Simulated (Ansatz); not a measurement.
CH3NSi2, SMILES `N#C[Si][SiH3]` (lower singlet) (charge 0, multiplicity 1). This singlet lies 0.70 eV below the relaxed triplet at the level B3LYP/cc-pVTZ // PBE0-D3(BJ)/def2-TZVP (Ansatz, a first-principles code).

Cartesian coordinates (Å):
SMILES: N#C[Si][SiH3]
```xyz
7

N      2.6581     0.7468    -0.5849
C      1.8778    -0.1005    -0.4559
Si     0.7210    -1.5472    -0.2862
Si    -1.0449    -0.0233     0.2542
H     -0.6550     0.7571     1.4609
H     -1.2340     0.9012    -0.8978
H     -2.3230    -0.7340     0.5235
```
Charge 0, spin multiplicity 1.

The restricted HF start is unstable towards unrestricted orbitals.

Task: Give the natural occupations of the active orbitals, the CASSCF energy and the corrected energy for frozen-core fic-MRCISD+Q@CASSCF(6e,6o)/cc-pVTZ // PBE0-D3(BJ)/def2-TZVP (Ansatz).

Result: 
natural occupations: 1.98, 1.94, 1.94, 0.06, 0.06, 0.02
CASSCF energy: -672.0391 Ha
corrected energy: -672.5275 Ha
weight of the reference: 0.862
